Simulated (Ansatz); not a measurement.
Program: Ansatz. Geometries: PBE0-D4/def2-TZVP. ΔE: electronic, gas phase. CCSD(T)/CBS is the MP2 limit (def2-TZVPP, def2-QZVPP) plus CCSD(T) − MP2 in def2-TZVPP, frozen cores. This one scheme is used for every species. DFT in def2-TZVPP. B3LYP here is the variant with VWN-RPA as its local correlation; programs differ in this. For Se outer-core shells are correlated without core-valence functions, which leaves a few kJ/mol of doubt a bond. Scalar relativity is left out up to krypton. One conformer a species, not always the lowest.

Reaction (substitution at a C–F bond): `CC(F)=[Se]` + H₂S → `CC(S)=[Se]` + H–F

| level | ΔE (kJ/mol) | difference from CCSD(T)/CBS |
| --- | --- | --- |
| PBE-D4 | -32.5 | 7.7 |
| r2SCAN-D4 | -26.4 | 13.8 |
| PBE0-D4 | -33.6 | 6.6 |
| B3LYP-D4 | -29.0 | 11.2 |
| ωB97X-V | -18.6 | 21.6 |
| ωB97M-V | -22.2 | 18.0 |
| B2PLYP | -27.9 | 12.3 |
| PBE | -26.0 | 14.2 |
| r2SCAN | -25.0 | 15.2 |
| PBE0 | -28.0 | 12.2 |
| B3LYP | -18.3 | 21.9 |
| HF/def2-TZVPP | -8.5 | 31.7 |
| MP2/def2-TZVPP | -48.5 | -8.3 |
| SCS-MP2/def2-TZVPP | -37.9 | 2.3 |
| CCSD/def2-TZVPP | -28.5 | 11.7 |
| CCSD(T)/def2-TZVPP | -32.8 | 7.4 |
| HF/def2-QZVPP | -8.6 | 31.6 |
| MP2/def2-QZVPP | -52.8 | -12.6 |
| SCS-MP2/def2-QZVPP | -42.2 | -2.0 |
| HF/CBS(def2) | -8.6 | 31.6 |
| MP2/CBS(def2) | -56.0 | -15.8 |
| CCSD/CBS(def2) | -35.9 | 4.3 |
| CCSD(T)/CBS | -40.2 | 0 |

Largest T1 diagnostic among the species: 0.016.

In def2-TZVPP, CCSD(T) changes the Hartree–Fock value by −24.2 kJ/mol (the triples alone add −4.3 kJ/mol) and MP2 by −40.0 kJ/mol. The D4 term adds −10.7 kJ/mol with B3LYP and −5.6 kJ/mol with PBE0; it sums over pairs of atoms, weighted by their polarisabilities, and B3LYP, whose exchange is more repulsive, gets the larger term.
